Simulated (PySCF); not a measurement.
# LiAs and its ions

PBE0; Li pcseg-1, As pcseg-1; no relativity (PySCF 2.14). Neutral (UKS): triplet (π ↑↑), Re = 2.427 Å, ωe = 443 cm⁻¹, De = 1.65 eV, HOMO -4.64 eV, LUMO -1.81 eV.

LiAs⁺ (UKS): quartet (σ ↑, π ↑↑), Re = 2.787 Å, ωe = 221 cm⁻¹, De = 0.41 eV to Li⁺ + As. The energies at the minima are -2242.81000 hartree for LiAs and -2242.56025 for LiAs⁺.

Q: Work out the adiabatic ionisation energy, without and with harmonic zero-point energies (1 hartree = 27.2114 eV, 1 eV = 8065.5 cm⁻¹), and the change of the bond length.

A: At PBE0: 0.24975 hartree = 6.796 eV between the minima; the zero-point term (221.0 − 443.0)/2 cm⁻¹ = -0.014 eV makes it 6.782 eV. Re changes by +36.0 pm against the neutral. The electron leaves a σ orbital, and the ion is left as a loose complex of an ion and an atom.

Weak bonds: LiAs⁺. Basis-set superposition, not corrected here, can be much of De in a small basis, most of all at correlated wavefunction levels. Spin–orbit coupling is left out. For an ion De counts to the pair picked by the measured ionisation energies or electron affinities, which need not be the lowest pair at this level. States were picked by a PBE0 search and need not be the measured ground states.
